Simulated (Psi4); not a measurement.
A dimer, O2S ··· H6Si2 (SMILES O=S=O and [SiH3][SiH3]), singlet; the first 3 atoms form monomer A.

```
11

O     -1.2386    -0.2444     0.0000
S     -0.0002     0.4877     0.0000
O      1.2388    -0.2434     0.0000
Si    -0.6792    -2.4040    -2.3310
Si     0.1757    -0.4178    -3.2367
H     -0.4691    -3.5309    -3.2723
H     -2.1333    -2.2674    -2.0722
H      0.0020    -2.7213    -1.0522
H     -0.0384     0.7100    -2.2974
H      1.6307    -0.5529    -3.4913
H     -0.5024    -0.1029    -4.5178
```

Q: What interaction energy does SAPT0/jun-cc-pVDZ, frozen core (Psi4) give, and which attractive term is the largest?

A: Total 2.20 kcal/mol: electrostatics -7.95, exchange 20.83, induction -5.01, dispersion -5.66. The most attractive term is electrostatics.
